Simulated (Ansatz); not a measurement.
Coupled-cluster diagnostics for the cluster Te4Pt, Ansatz.

Geometry of the singlet (B3LYP-D4/def2-SVP):

```xyz
5

Pt    0.477   -0.358    1.277
Te    0.601    0.527   -2.208
Te   -1.465   -0.154   -0.341
Te   -1.473    1.444    1.893
Te    1.860   -1.459   -0.622
```

In the def2 sets Pt, Te take a core potential; there is no spin–orbit coupling. Correlated methods freeze 16 core orbitals; core or outer-core shells of Pt, Te are correlated, in sets that lack core-valence functions. Another isomer (singlet) lies 0.08 eV lower at PBE0-D4/def2-TZVP; other spin states weren't run for this one.

**Question.** Estimate the CCSD(T) correlation energy, the shares of MP2 and (T), T1 and the reference's ⟨S²⟩ for: charge 0, singlet, own geometry in def2-SVP; and the rough time on 4 threads of Arm Neoverse V1 on a shared host.

**Answer.** 
| state | basis | correlation (eV) | MP2 share (%) | (T) share (%) | T1 | ⟨S²⟩ (pure) | wall time | remarks |
| --- | --- | --- | --- | --- | --- | --- | --- | --- |
| charge 0, singlet, own geometry | def2-SVP | -24.191 | 98.0 | 4.9 | 0.028 | 0.00 (0.00) | 93 s | restricted SCF unstable |
Customary marks for T1 are 0.02 (closed shells), 0.045 (open shells) and about 0.05 (3d metals). T1 exceeds 0.02 in 1 of 1 rows and 0.045 in 0; the higher it lies, the less the single-reference result can be trusted.
